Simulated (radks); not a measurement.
Species: Yb1.5+. Configuration: [Xe] 4f14 6s(up 0.25, down 0.25) (fractional occupations, a model configuration). All-electron calculation, scalar-relativistic Kohn-Sham, r2SCAN, spin-polarised, spherical densities, finite nucleus; meta-GGA in the generalised Kohn-Sham scheme; Fermi nuclear charge, rms radius 5.3108 fm. Program: a radial shooting solver on a logarithmic mesh with Libxc functionals.

Unscreened Slater integrals over Kohn-Sham orbitals (eV). They are taken over the spin-up orbitals.

integral     value
F0(6s,6s)   7.0699
F0(6s,4f)   9.2044
G3(6s,4f)  0.33614
F0(6s,5p)   8.7880
G1(6s,5p)  0.68281
F0(4f,4f)   33.166
F2(4f,4f)   15.311
F4(4f,4f)   9.5258
F6(4f,4f)   6.8317
F0(4f,5p)   20.475
F2(4f,5p)   6.8384
G2(4f,5p)   3.6810
G4(4f,5p)   2.7821
F0(5p,5p)   17.054
F2(5p,5p)   9.1446
